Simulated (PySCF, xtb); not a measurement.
C2H6O2Si, SMILES O[SiH]1COC1. One conformer was computed; it need not be the lowest.

Harmonic wavenumbers (cm⁻¹) from GFN2-xTB run with xtb at its own minimum, in rising order: 93, 183, 214, 217, 504, 544, 669, 686, 710, 750, 777, 808, 932, 973, 1025, 1134, 1147, 1220, 1228, 1469, 1474, 2283, 2893, 2909, 2944, 2950, 3651.

Task: What does PySCF with PBE-D3(BJ)/def2-SVP give at its own minimum? (Estimate from the structure and the level; the computed values follow.)

Result: 97, 104, 260, 267, 417, 577, 673, 676, 743, 796, 813, 836, 880, 950, 989, 1117, 1153, 1171, 1204, 1391, 1417, 2130, 2915, 2923, 3031, 3031, 3781. Paired by order, the mean absolute difference is 48 cm⁻¹ and the zero-point energies are 49.2 and 49.1 kcal/mol.
